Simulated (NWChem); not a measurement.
System: C₄H₈O₂; SMILES C1COCOC1

NWChem input:

```
start job
memory heap 200 mb stack 900 mb global 1100 mb
geometry units angstroms noautoz
  C     -1.394133    -0.238962     0.000000
  C     -0.617154     0.191293     1.236058
  O      0.714378    -0.260737     1.159768
  C      1.338515     0.184122     0.000000
  O      0.714378    -0.260737    -1.159768
  C     -0.617154     0.191293    -1.236058
  H     -1.493570    -1.336297     0.000000
  H     -2.406275     0.196654     0.000000
  H     -1.047919    -0.224278     2.158548
  H     -0.634864     1.299024     1.326106
  H      1.375367     1.300281     0.000000
  H      2.360160    -0.219488     0.000000
  H     -1.047919    -0.224278    -2.158548
  H     -0.634864     1.299024    -1.326106
end
basis spherical
  * library 3-21g
end
dft
  xc b3lyp
  iterations 150
  mulliken
end
task dft energy
```

Geometry: optimised at PBE0/def2-SVP.

### Question
Give the results of this calculation. (B3LYP/3-21G.) Quantities: basis functions; energy (Ha); highest occupied level (eV); orbital gap (eV); dipole (D).

### Answer
```
Quantity                      Result
---------------------------  -------
number of basis functions         70
energy (Ha)                  -305.97
highest occupied level (eV)    -6.86
orbital gap (eV)                9.84
dipole (D)                      2.05
```
